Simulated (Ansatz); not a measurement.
Consider the silylene formation by 1,1-elimination: `F[SiH2][AlH][NH][SiH3]` → `[AlH2][NH][SiH3]` + `F[SiH]`.

Gas-phase electronic energies from Ansatz, PBE0-D4/def2-TZVP geometries. CBS: MP2 limit from def2 TZ/QZ plus the TZ coupled-cluster correction, frozen cores. This one scheme is used for every species. DFT in def2-TZVPP. One conformer a species, not always the lowest.

```tsv
level	ΔE (eV)
PBE0-D4	2.21
MP2/def2-TZVPP	2.07
HF/CBS(def2)	1.83
MP2/CBS(def2)	2.13
```

**Question.** What does CCSD(T)/CBS give? (Estimate.)

**Answer.** The calculation gave: +2.02 eV. The listed levels differ from it by 0.19, 0.05, -0.19, 0.11 eV.

Largest T1 diagnostic among the species: 0.015.

In def2-TZVPP, CCSD(T) changes the Hartree–Fock value by +0.13 eV (the triples alone add +0.03 eV) and MP2 by +0.23 eV. The D4 term adds +0.14 eV with B3LYP and +0.08 eV with PBE0; it sums over pairs of atoms, weighted by their polarisabilities, and B3LYP, whose exchange is more repulsive, gets the larger term. From PBE to PBE0 (25 % exact exchange), in def2-TZVPP and without D4, ΔE moves by +0.11 eV.

B3LYP here is the variant with VWN-RPA as its local correlation; programs differ in this.
